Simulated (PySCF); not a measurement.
# Polarisability and C₆ of O(2+) (oxygen, charge +2)

[He] 2s2 2p2, high-spin 3P determinant. Calculation: PySCF 2.14, in aug-cc-pV5Z (7s6p5d4f3g2h, 127 functions); the non-relativistic Hamiltonian (point nucleus). Coupled (time-dependent) response in atomic units; α is the mean over directions.

```tsv
method	mean α (bohr³)	α xx, yy, zz	C₆ (like pair)	S(−4)
LC-wPBE	1.753	1.873, 1.693, 1.693	2.345	2.882
TPSS	1.768	1.885, 1.709, 1.709	2.390	2.897
```

S(−4) is the Cauchy moment in α(ω) = α(0) + S(−4) ω² + …

α(iu) at LC-wPBE:

```tsv
u (hartree)	α(iu) (bohr³)
0	1.753
0.0500	1.746
0.100	1.725
0.200	1.650
0.300	1.545
0.500	1.313
0.750	1.060
1.00	0.8665
1.50	0.6053
2.00	0.4434
3.00	0.2637
5.00	0.1223
```

A single London oscillator, α(iu) = α/(1 + u²/ω²), gives C₆ = (3/4) ω α². Matching the computed C₆ needs ω = 4 × 2.345 / (3 × 1.753²) = 1.02 hartree.

For an ion, C₆ is the dispersion term alone; charge-induced terms of lower order in 1/R come first.

The components differ because the open shell of this determinant is not spherical; for a pure term their mean is the scalar polarisability.
